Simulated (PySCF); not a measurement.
**Bond curve of PbH**

Set-up: PySCF, scalar-relativistic core potentials, basis sets H def2-TZVPP, Pb def2-TZVPP with ECP60. Energies in eV from H + Pb in their ground configurations at the same level. State: ²Π (doublet), unpaired electrons π ↑.

| R (Å) | M06-L | r²SCANh |
| --- | --- | --- |
| 1.590 | -2.147 | -2.029 |
| 1.664 | -2.414 | -2.270 |
| 1.738 | -2.574 | -2.407 |
| 1.794 | -2.639 | -2.457 |
| 1.849 | -2.667 | -2.470 |
| 1.905 | -2.666 | -2.454 |
| 1.978 | -2.627 | -2.397 |
| 2.071 | -2.534 | -2.283 |
| 2.182 | -2.378 | -2.103 |
| 2.330 | -2.126 | -1.821 |

Question: Put a parabola through the three lowest points of the M06-L curve and estimate Re, k and ωe (reduced mass 1.003 u; 1 eV/Å² = 0.16022 mdyn/Å; ωe = 1302.8·√(k/μ) cm⁻¹).

Answer: Through R = 1.794, 1.849, 1.905 Å the second-order coefficient is 4.75 eV/Å², so Re ≈ 1.875 Å, k ≈ 1.52 mdyn/Å and ωe ≈ 1604 cm⁻¹. A polynomial fit of higher order to the unrounded M06-L energies gives Re = 1.873 Å, k = 1.42 mdyn/Å, ωe = 1550 cm⁻¹; anharmonicity and rounding make the difference.

The higher-order fit for each curve: M06-L: Re = 1.873 Å, ωe = 1550 cm⁻¹, De = 2.67 eV; r²SCANh: Re = 1.845 Å, ωe = 1617 cm⁻¹, De = 2.47 eV.

These are scalar-relativistic numbers at best; spin–orbit coupling would shift them, the dissociation energy most. The state was picked by a PBE0 search and need not be the measured ground state.
